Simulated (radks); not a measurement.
Question: Species: As I. Configuration: [Ar] 3d9 4s1 4p5 (not the ground configuration). Method: Dirac Kohn-Sham, PBE, spin-unpolarised, spherical densities, finite nucleus; open shells fill j = l - 1/2 first; Fermi nuclear charge, rms radius 4.0968 fm; computed with a radial shooting solver on a logarithmic mesh with Libxc functionals. Some entries of the table are withheld. Estimate them.

orbital  occ.  eigenvalue (eV)  <1/r> (bohr^-1)
1s1/2       2        -11729.96            33.47
2s1/2       2        -1501.752            7.416
2p1/2       2        -1343.226            7.379
2p3/2       4        -1306.680            7.164
3s1/2       2        -203.1251            2.414
3p1/2       2              (1)            2.295
3p3/2       4              (2)            2.244
3d3/2       4         -53.2303              (3)
3d5/2       5         -52.4559              (4)
4s1/2       1         -17.5100           0.7282
4p1/2       2          -7.2806              (5)
4p3/2       3          -6.9210              (6)

Answer: 
(1) 3p1/2 eigenvalue (eV): -149.7446
(2) 3p3/2 eigenvalue (eV): -144.6032
(3) 3d3/2 <1/r> (bohr^-1): 1.971
(4) 3d5/2 <1/r> (bohr^-1): 1.958
(5) 4p1/2 <1/r> (bohr^-1): 0.5833
(6) 4p3/2 <1/r> (bohr^-1): 0.5708
